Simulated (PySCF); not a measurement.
# Property card for N-methylaniline (`CNc1ccccc1`)

N-methylaniline, C₇H₉N.
Numbering: `[CH3:1][NH:2][c:3]1[cH:4][cH:5][cH:6][cH:7][cH:8]1` (hydrogens: H9, H10, H11 on C1; H12 on N2; H13 on C4; H14 on C5; H15 on C6; H16 on C7; H17 on C8)

Among its groups: benzene ring and amine.

From GFN2-xTB geometry:

* Point group of the GFN2-xTB geometry: C1
* Rotational constants A, B, C of the GFN2-xTB geometry: 5.052, 1.533, 1.188 GHz

**PBE0/def2-SVPD ground state and vertical TDDFT (core frozen in the response) (PySCF)**

* Dipole moment: 1.87 D
* HOMO energy: -5.71 eV
* LUMO energy: -0.01 eV
* HOMO–LUMO gap: 5.70 eV
* Lowest singlet excitation: 4.70 eV (264 nm, f = 0.040)
* Strongest line among the 8 lowest singlet transitions: S7 at 6.78 eV (183 nm, f = 0.343)
* Lowest triplet excitation (Tamm–Dancoff): 3.80 eV
* Static isotropic polarisability: 91.0 au
* Electronic spatial extent ⟨r²⟩ about the centre of nuclear charge: 1007 bohr²

PBE0/pcSseg-1 ground state and GIAO shieldings, non-relativistic (PySCF):

* Lowest Hirshfeld atomic charge: -0.13 e on N2
* Highest Hirshfeld atomic charge: +0.12 e on H12
* 13C chemical shifts (computed TMS as zero) by class: 153.7 (C3), 135.0 (C5/C7), 121.5 (C6), 115.1 (C4/C8), 31.9 (C1) ppm
* 1H chemical shifts (computed TMS as zero) by class: 7.45 (H14/H16), 6.89 (H15), 6.64 (H13/H17), 3.10 (H12), 2.94 (H9/H10/H11) ppm
* Isotropic shieldings of nuclei other than C and H, by class: 191 (N2) ppm
* Mayer bond orders between heavy atoms: C1–N2 0.99, N2–C3 1.07, C3–C4 1.34, C4–C5 1.46, C5–C6 1.44, C6–C7 1.41, C7–C8 1.50, C8–C3 1.33

**B3LYP/pcJ-1 indirect spin-spin coupling, non-relativistic, gas phase; spin–dipole term left out for some pairs (PySCF)**

- Largest of the computed one-bond spin–spin couplings (means over like bonds): 13C–1H +164.8 (C6–H15), 13C–1H +161.9 (C5–H14 and 1 like it), 13C–1H +159.6 (C4–H13 and 1 like it), 13C–1H +140.0 (C1–H9 and 2 like it), 15N–1H -89.1 (N2–H12), 13C–13C +68.2 (C3–C4 and 1 like it), 13C–13C +66.3 (C4–C5 and 1 like it), 13C–13C +62.6 (C5–C6 and 1 like it) Hz

Monoisotopic mass (most abundant isotopes): 107.0735 u.

The rotational constants make it an asymmetric top with κ = (2B − A − C)/(A − C) = -0.82, nearer the prolate limit (−1). The dipole matches unit charges of opposite sign 0.39 Å apart (1 e·Å = 4.8032 D). The 8 singlets span 4.70 to 6.79 eV, and their oscillator strengths add up to 0.79. With B = h/(8π²I), that is 505.379 GHz u Å² over I, the principal moments of inertia are 100.0, 329.8 and 425.5 u Å² (most abundant isotopes). The largest Löwdin shares of the HOMO are 0.29 on N2, 0.16 on C6, 0.11 on C3 and 0.10 on C8. The vertical singlet–triplet gap S1 − T1 is 0.90 eV (TDDFT singlet less Tamm–Dancoff triplet; S1: HOMO→LUMO, weight 0.92; T1: HOMO→LUMO, weight 0.67). The principal polarisabilities are 56.8, 93.9 and 122.3 au; their mean is the isotropic value.

One conformer (not necessarily the lowest) at the GFN2-xTB geometry, without solvent or vibrations. NMR classes are plain means over equivalent atoms (diastereotopic ones count apart unless rotation or inversion swaps them), as if these changed places fast; in this geometry the members of some classes differ.

The values belong to the conformer `[CH3:1][NH:2][c:3]1[cH:4][cH:5][cH:6][cH:7][cH:8]1`: C1–N2–C3–C4 -17°.
